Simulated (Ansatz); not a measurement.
`[CH3][Al]([I])[I]`. Total charge 0; spin multiplicity 1. I takes the def2 core potential.

Cartesian coordinates in Å:
```
C -0.482 0.576 -0.707
Al 0.438 -0.501 0.610
I -0.796 -1.548 2.474
I 2.874 -0.893 0.512
H 0.205 0.967 -1.460
H -1.253 -0.017 -1.207
H -0.986 1.416 -0.221
```

**Question.** What are the harmonic wavenumbers in cm⁻¹ at PBE0-D4/def2-TZVP (Ansatz, finite differences of forces, unscaled)? (An estimate is asked.)

**Answer.** Ansatz gave: 12i, 75, 126, 158, 255, 404, 653, 671, 707, 1214, 1434, 1436, 3047, 3128, 3149.
